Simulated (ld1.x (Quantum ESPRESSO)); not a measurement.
Plane-wave convergence, PAW potential for magnesium

* Element: Mg (Z = 12)
* Generator: ld1.x (Quantum ESPRESSO) 7.5
* Type: PAW
* Functional: LDA (PZ)
* Relativity: non-relativistic
* Frozen core: [He]
* Valence charge: 10
* Reference configuration: 2s2 2p6 3s1 3p0 (charge +1)
* Partial waves: 2s (bound): rcut 1.10, rcutus 1.35 bohr; 3s (bound): rcut 1.10, rcutus 1.35 bohr; 2p (bound): rcut 1.10, rcutus 1.50 bohr; 3p (bound, empty): rcut 1.10, rcutus 1.50 bohr; 3d channel at -0.15 Ry: rcut 0.90, rcutus 1.15 bohr
* Local potential: all-electron potential smoothed inside 1.25 bohr (lloc = -1)
* Core correction: Bessel-smoothed model core inside 1.15 bohr
* Augmentation charge: BESSEL, radius 0.95 bohr

The pseudo-atom Hamiltonian at the reference potential is diagonalised in spherical Bessel functions j_l(qr) that vanish at 20 bohr, with q² up to the cutoff. All-electron valence levels (Ry): 2s -6.4748, 3s -0.8459, 2p -4.1044, 3p -0.5269.

Task: How do the lowest levels (Ry) of each channel move with the cutoff, and are there ghosts?

Result:

| cutoff (Ry) | s #1 | s #2 | s #3 | p #1 | p #2 | p #3 | d #1 | f #1 | f #2 | Σ f·Δε (mRy) |
| --- | --- | --- | --- | --- | --- | --- | --- | --- | --- | --- |
| 8 | -6.0462 | -0.7079 | -0.2047 | -3.4858 | -0.4063 | -0.1283 | -0.2062 | -0.0545 | 0.0430 | 4707.1 |
| 15 | -6.3906 | -0.7567 | -0.2164 | -4.0096 | -0.4453 | -0.1379 | -0.2074 | -0.0545 | 0.0430 | 826.4 |
| 25 | -6.4675 | -0.7886 | -0.2241 | -4.0953 | -0.4607 | -0.1416 | -0.2080 | -0.0545 | 0.0430 | 126.7 |
| 45 | -6.4744 | -0.8391 | -0.2372 | -4.1040 | -0.5050 | -0.1530 | -0.2083 | -0.0545 | 0.0430 | 9.9 |
| 60 | -6.4748 | -0.8455 | -0.2391 | -4.1043 | -0.5253 | -0.1585 | -0.2083 | -0.0545 | 0.0430 | 1.1 |
| 90 | -6.4748 | -0.8458 | -0.2391 | -4.1044 | -0.5266 | -0.1588 | -0.2084 | -0.0545 | 0.0430 | 0.3 |
| 400 | -6.4749 | -0.8459 | -0.2392 | -4.1044 | -0.5269 | -0.1589 | -0.2084 | -0.0545 | 0.0430 | 0.0 |

Result: no extra level below or beside the all-electron valence levels (s, p, d, f tested); 10 mRy is reached at 45 Ry and 1 mRy at 70 Ry.

4 of 9 tests not solved or not reliable.
